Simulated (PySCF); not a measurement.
Level of theory: ωB97X-D3(BJ)/def2-TZVP // B3LYP-D3(BJ)/def2-TZVP in PySCF. All species are isolated molecules in the gas phase. Excitations are Tamm–Dancoff values on a coarser integration grid. The basis has no diffuse functions, so Rydberg states are missing or too high.

Reference species (SMILES): `[SiH2]=C[SiH3]` (neutral, multiplicity 1).

```yaml
S1–T1 gap (TDA): 2.40 eV
S1 excitation (TDA): 5.29 eV
```

Changed species: `C=[SiH][SiH3]`.

Task: Give the shifts of the S1–T1 gap (TDA) and S1 excitation (TDA).

Result: the S1–T1 gap (TDA) rises by 0.32 eV, to 2.72 eV; the S1 excitation (TDA) is nearly the same.
